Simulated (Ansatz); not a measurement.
`[F][Hf]([F])([SeH])[SeH]`, charge 0, multiplicity 1.

Give a relaxed structure at PBE0-D4/def2-TZVP (the Gaussian-basis code of Ansatz). (Best estimate.)

The calculation gave: 
Cartesian coordinates in Å:
```
F 2.1730 0.5001 0.7831
Hf 0.3734 0.2735 0.2540
F -0.4336 1.9468 -0.0979
Se -0.8579 -1.0189 2.0928
Se 0.2181 -1.1744 -1.8653
H -2.1112 -0.5185 1.4983
H 0.6383 -0.0085 -2.6650
```
